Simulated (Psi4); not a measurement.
Pair of molecules: H2O (SMILES O) (first 3 atoms) with HCl (SMILES Cl); geometry from B3LYP-D3(BJ)/def2-TZVP, rigid monomers moved along the line of their centres of mass till O1···H5 is 2.58 Å.
(charge 0, multiplicity 1):
```xyz
5

O      0.212     0.562     0.177
H      0.724    -0.157    -0.210
H     -0.661     0.517    -0.228
Cl     0.057     0.351     4.053
H      0.133     0.471     2.757
```

The numbers are results of SAPT0/jun-cc-pV(D+d)Z in Psi4, not measurements.

**Question.** Give the four SAPT terms and the total, and say what mostly holds the pair together.

**Answer.** electrostatics -3.66, exchange 0.90, induction -0.49, dispersion -0.42, total -3.67 kcal/mol; the largest attraction is electrostatics.
